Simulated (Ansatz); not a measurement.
A structure relaxed at PBE0-D4/def2-TZVP, charge 0, multiplicity 1:

| atom | x (Å) | y (Å) | z (Å) |
| --- | --- | --- | --- |
| F1 | -0.0133 | 2.7439 | -0.9994 |
| Ga2 | -0.8307 | 1.3923 | -0.2821 |
| F3 | -2.5099 | 1.4819 | 0.1438 |
| Br4 | 0.4491 | 0.6000 | 1.6389 |
| Ga5 | 0.8307 | -1.3923 | 0.2821 |
| F6 | 0.0100 | -2.7418 | 0.9992 |
| F7 | 2.5101 | -1.4855 | -0.1422 |
| Br8 | -0.4461 | -0.5985 | -1.6403 |

Task: Give its formula and SMILES.

Result: Br2F4Ga2, `[F][Ga-]1([F])[Br+][Ga-]([F])([F])[Br+]1`.

Task: Point group (tolerance 0.08 Å, 0.16 Å for H)?

Result: D2h.

Task: Summarise the bond lengths by kind.

Result: 4 × F–Ga 1.735 Å; 4 × Br–Ga 2.440 Å.

All numbers were calculated with Ansatz.
